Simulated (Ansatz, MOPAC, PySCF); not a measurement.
System: chloro selenohypochlorite, SeCl₂, net charge 0, singlet state. SMILES: [Se](Cl)Cl
Structure (B3LYP-D3(BJ)/def2-TZVP (Ansatz, a first-principles code) minimum search):
```
Se
Cl 1 2.1758
Cl 1 2.1758 2 101.74
```
Charge 0, spin multiplicity 1.

Property: vertical electron affinity to the doublet, in eV. Set-up: valence correlation only (noble-gas shells and the d and f shells of earlier blocks); no spin-orbit coupling; no dispersion term unless named; PM7 with its own dispersion and hydrogen-bond terms; open shells spin-unrestricted; non-relativistic; 6-31G* and kin with 6d, 5d where marked; each state is the SCF solution reached for its charge and spin; LANL2DZ with its own core potentials from Na on. First-principles rows: single points at B3LYP-D3(BJ) geometries (Ansatz). Semi-empirical rows: differences of heats of formation at the shared geometry for vertical values. Sets without +, aug- or the D of def2-TZVPD hold no diffuse functions, which anions need.

```json
[
 {"level": "AM1", "program": "MOPAC", "vertical electron affinity to the doublet (eV)": "2.13"},
 {"level": "PM3", "program": "MOPAC", "vertical electron affinity to the doublet (eV)": "2.81"},
 {"level": "PM6", "program": "MOPAC", "vertical electron affinity to the doublet (eV)": "2.64"},
 {"level": "PM7", "program": "MOPAC", "vertical electron affinity to the doublet (eV)": "2.35"},
 {"level": "MNDO", "program": "MOPAC", "vertical electron affinity to the doublet (eV)": "2.79"},
 {"level": "HF/6-31G*", "program": "Ansatz", "vertical electron affinity to the doublet (eV)": "0.18"},
 {"level": "PBE/6-31G*", "program": "Ansatz", "vertical electron affinity to the doublet (eV)": "0.66"},
 {"level": "B3LYP/STO-3G", "program": "Ansatz", "vertical electron affinity to the doublet (eV)": "-2.98"},
 {"level": "B3LYP/6-31G*", "program": "Ansatz", "vertical electron affinity to the doublet (eV)": "0.74"},
 {"level": "B3LYP/6-31G* with LANL2DZ past Ar", "program": "Ansatz", "vertical electron affinity to the doublet (eV)": "0.93"},
 {"level": "M06-2X/6-31G* with LANL2DZ past Ar (5d)", "program": "PySCF", "vertical electron affinity to the doublet (eV)": "0.88"},
 {"level": "MP2/6-31G*", "program": "Ansatz", "vertical electron affinity to the doublet (eV)": "0.24"},
 {"level": "MP2/6-31G* with LANL2DZ past Ar", "program": "Ansatz", "vertical electron affinity to the doublet (eV)": "0.31"},
 {"level": "M06-2X/def2-TZVPD", "program": "PySCF", "vertical electron affinity to the doublet (eV)": "0.92"},
 {"level": "wB97M-V/def2-TZVPD", "program": "Ansatz", "vertical electron affinity to the doublet (eV)": "0.86"},
 {"level": "wB97X-V/def2-TZVPD", "program": "Ansatz", "vertical electron affinity to the doublet (eV)": "0.87"}
]
```

No value to compare with is used here. The 13 habitual levels span -2.98 (B3LYP/STO-3G) to 2.81 eV (PM3); wB97X-V/def2-TZVPD gives 0.87.

The levels are drawn from those run, B3LYP/6-31G* more often than the rest, none by its result; runs whose electronic state is in doubt are left out.
